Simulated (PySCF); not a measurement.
## Ionisation energy of Ni²⁺ by level of theory

Ni²⁺ [Ar] 3d8 (3F) → Ni³⁺ [Ar] 3d7 (4F), as a difference of total energies. Calculation: PySCF 2.14, in x2c-TZVPall; the spin-free X2C one-electron Hamiltonian (Gaussian nucleus). Correlated levels: valence: [Ar] frozen. The calculations carry no spin-orbit coupling.

| method | ionisation energy (eV) |
| --- | --- |
| UHF | 32.610 |
| MN15 | 35.993 |
| BP86 | 35.909 |
| MP2 (valence) | 34.536 |
| SCS-MP2 (valence) | 34.455 |

Question: How much does correlation contribute at MP2 (valence)?

Answer: 34.536 − (32.610) = 1.926 eV, measured against UHF.

The reference lies between the lowest fine-structure levels, while these numbers refer to the centres of the terms.

Errors of the correlated levels include the incompleteness of this basis and the frozen core.

For comparison: 35.187 ± 0.019 eV (measured; NIST Atomic Spectra Database, ionization energies).
